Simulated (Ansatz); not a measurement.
Input for Ansatz (a first-principles code): R-CCSD(T)/aug-cc-pVDZ on CH8GeO2 (a complex). The run froze 17 orbitals, filled d shells among them.

Ansatz 0.2 input:
```yaml
crystal:
  periodic: [false, false, false]
  atoms:
    - {symbol: O, position_ang: [1.00359382, -0.95433350, -0.00968551]}
    - {symbol: Ge, position_ang: [-0.47690790, 0.02248636, -0.24237354]}
    - {symbol: O, position_ang: [-0.30372657, 1.59505425, 0.58343886]}
    - {symbol: H, position_ang: [1.78806361, -0.53920456, -0.38303570]}
    - {symbol: H, position_ang: [-0.67766233, 0.40253068, -1.71474951]}
    - {symbol: H, position_ang: [-1.57730660, -0.84070289, 0.38618405]}
    - {symbol: H, position_ang: [-0.19935862, 1.50038717, 1.53632849]}
    - {symbol: C, position_ang: [0.38124237, -0.11754977, 3.52916455]}
    - {symbol: H, position_ang: [0.55349860, -0.65886351, 4.45809701]}
    - {symbol: H, position_ang: [0.85062973, 0.86415866, 3.60144098]}
    - {symbol: H, position_ang: [0.81378850, -0.67140835, 2.69720127]}
    - {symbol: H, position_ang: [-0.69358647, -0.00597688, 3.38228693]}
basis:
  gaussian:
    orbitals: aug-cc-pVDZ
magnetization: {spin_polarized: false}
correlation: {method: ccsd_t, electrons: outside_noble_gas}
scf: {lower_state_search: off}
```

Problem. Give the final energy of this run.

Solution. -2268.4152 hartree (reference determinant -2267.6593, T1 diagnostic 0.013).

Problem. How many basis functions does it have, and what does it roughly cost on one machine?

Solution. 177 functions; roughly 80 core-seconds.
